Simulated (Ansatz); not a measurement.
Species: CH$_{4}$SeSi, SMILES `C=[SiH][SeH]` (C–Si–Se–H torsion 0°) with one electron removed (charge 1, multiplicity 2), formula CH₄SeSi.

### Question
How many basis functions does Ansatz (a quantum-chemistry and plane-wave program) with frozen-core CCSD(T)/def2-TZVPP // PBE0-D3(BJ)/def2-TZVP use, how many core orbitals are frozen, and how many electrons are correlated?

### Answer
177 basis functions and 15 frozen orbitals, which leaves 27 correlated electrons (filled d shells below the valence shell are correlated). Core time is of the order of minutes.
